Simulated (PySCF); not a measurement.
PySCF input (BP86/6-31G* with LANL2DZ past Ar (5d)):

```python
from pyscf import gto, dft

mol = gto.M(
    atom='''
    Bi   -0.00000000    0.00000000   -0.00000000
    F    -1.76855758   -1.28239615    0.00432289
    F    -0.22619998    2.17255446   -0.03457102
    F     1.99475756   -0.89015832    0.03024813
    ''',
    basis={'default': '6-31g*', 'Bi': 'lanl2dz'},
    ecp={'Bi': 'lanl2dz'},
    charge=-1,
    spin=1,
    verbose=4,
)

mf = dft.UKS(mol, xc='bp86')
mf.grids.level = 3
mf.conv_tol = 1e-9
mf.max_cycle = 100
mf.max_memory = 1500
mf.kernel()
if not mf.converged:
    mf = mf.newton()
    mf.kernel(mf.make_rdm1())
mo, _, stable, _ = mf.stability(return_status=True)
if not stable:
    mf.kernel(mf.make_rdm1(mo, mf.mo_occ))
    stable = mf.stability(return_status=True)[2]
mf.dip_moment()
```

Q: Predict the final energy.

A: -305.05763 Eh.
